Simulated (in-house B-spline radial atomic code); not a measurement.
## PBEsol excitations of Bi³⁺

Method: PBEsol. Computed with an all-electron radial atomic-structure program (B-spline basis): linear response of the closed shell [Xe] 4f14 5d10 6s2 with the functional's adiabatic kernel; scalar-relativistic (spin-free one-electron X2C), finite nucleus, no spin-orbit coupling, no double excitations, S, P, D and F terms only; shells from n = 4 respond. Only terms of natural parity with L up to 3 were computed.

Spin-orbit coupling is strong here, so these LS terms don't match observed levels.

Command:
```bash
python run_td.py task.json out
```
Settings (radii: box in bohr, nucleus in fm):
```
Z                        83
electrons                80
configuration            [Xe] 4f14 5d10 6s2
hamiltonian              x2c
method                   pbesol
box_radius               23.08
rms_radius               5.5211
intervals                71
```

Run time, properties included: 2 s on 1 thread of AMD EPYC 9R14 (Zen 4), on a shared host.

The lowest states, in the order of their Tamm-Dancoff energies; the method's threshold (minus the highest occupied level) is 40.00 eV. Labels give the largest channel, * marks a mixed state, and oscillator strengths are full-response dipole values. Semilocal kernels can invert the small singlet-triplet splittings of Rydberg terms. Energies in eV:

```tsv
state	full response	Tamm-Dancoff	oscillator strength
6s → 6p 3P	?	?	-
6s → 6p 1P	?	?	?
6s → 7s 3S	24.184	24.188	-
6s → 6d 3D	24.337	24.351	-
6s → 7s 1S	24.738	24.766	-
6s → 6d 1D	24.778	24.789	-
5d → 6p 3P	26.526	26.558	-
5d → 6p 3F	26.566	26.596	-
5d → 6p 1F	27.162	27.164	-
```

Question: Where does 6s → 6p 3P lie?

Answer: At 11.236 eV in full response, 11.314 eV in Tamm-Dancoff.

Question: Where does 6s → 6p 1P lie?

Answer: At 14.013 eV in full response, 14.430 eV in Tamm-Dancoff, oscillator strength 1.56.

Question: How large is the singlet-triplet splitting of 6s → 6p (P terms) in Tamm-Dancoff?

Answer: 3.12 eV, from the unrounded values.

Question: What polarisabilities and dispersion coefficient does the method give?

Answer: Dipole 9.619 bohr³, quadrupole 25.98 bohr⁵, C6 59.15 hartree·bohr⁶ for two such species.
